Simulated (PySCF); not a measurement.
BrSi, SMILES [Si]Br (connectivity only; charge and spin as stated), charge +1, multiplicity 1.

The structure is a stationary point at B3LYP-D3(BJ)/def2-TZVP. The multiplicity is an assumed one; other spin states were not compared.

Vertical ionisation energy (IE) and electron affinity (EA) in eV. Rows of orbital energies are one-electron estimates. Where ΔSCF, EOM or ADC give a negative EA the extra electron is unbound and the value depends on the basis.

```json
[
 {"level": "−ε(HOMO), −ε(LUMO), PBE0/def2-TZVPD (PySCF)", "IE": "15.56", "EA": "9.46"},
 {"level": "−ε(HOMO), −ε(LUMO), B3LYP/def2-TZVPD (PySCF)", "IE": "15.34", "EA": "9.63"},
 {"level": "EOM-CCSD/aug-cc-pVDZ (PySCF)", "IE": "18.06", "EA": "7.02"},
 {"level": "ADC(2)/aug-cc-pVDZ (PySCF)", "IE": "17.80", "EA": "7.24"}
]
```

**Question.** Beyond the first one, list the lowest photoelectron lines from ADC(2)/aug-cc-pVDZ (PySCF) with their pole strengths (two spins summed). (Estimate from the structure and the level; the computed values follow.)

**Answer.** 17.91 eV (1.82), 17.91 eV (1.82), 22.67 eV (1.72).
